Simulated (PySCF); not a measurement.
Molecular orbitals of KRb

PBE0 at R = 4.139 Å; basis K x2c-TZVPall, Rb x2c-TZVPall; spin-free X2C with a Gaussian nucleus; PySCF 2.14. State: ¹Σ⁺ (singlet), closed shell. Only the outer orbitals are listed, counted within each symmetry.

| orbital | occ. | ε (eV) | on K (%) | main shells (%) |
| --- | --- | --- | --- | --- |
| 11σ | 2 | -34.52 | 0 | 100 Rb s |
| 5π | 2 | -20.41 | 100 | 100 K p |
| 5π | 2 | -20.41 | 100 | 100 K p |
| 12σ | 2 | -20.40 | 100 | 100 K p |
| 6π | 2 | -17.43 | 0 | 100 Rb p |
| 6π | 2 | -17.43 | 0 | 100 Rb p |
| 13σ | 2 | -17.40 | 0 | 100 Rb p |
| 14σ | 2 | -2.86 | 50 | 47 K s, 47 Rb s |
| 15σ | 0 | -1.21 | 47 | 47 Rb s, 42 K s |
| 7π | 0 | -0.56 | 23 | 68 Rb p, 22 K p, 9 Rb d |
| 7π | 0 | -0.56 | 23 | 68 Rb p, 22 K p, 9 Rb d |

Task: Which are the highest filled and the lowest empty level, where do they sit, and how wide is the gap?

Result: Highest filled 14σ at -2.86 eV (in %: 47 K s, 47 Rb s); lowest empty 15σ at -1.21 eV (in %: 47 Rb s, 42 K s); the gap at PBE0 is 1.65 eV.

| Property | Result |
| --- | --- |
| bond order (Mayer) | 0.99 |
| ⟨S²⟩ | 0.000 |
| charge on K (Mulliken, basis-dependent) | 0.00 |
| charge on K (Löwdin, basis-dependent) | 0.08 |
| dipole moment (positive dipole means K(−)Rb(+)) | 0.69 D |
| polarisability along the bond | 743.3 bohr³ |
| polarisability across the bond | 406.4 bohr³ |

Closed-shell solutions of metal pairs were not tested for spin polarisation, which can lower them a little.
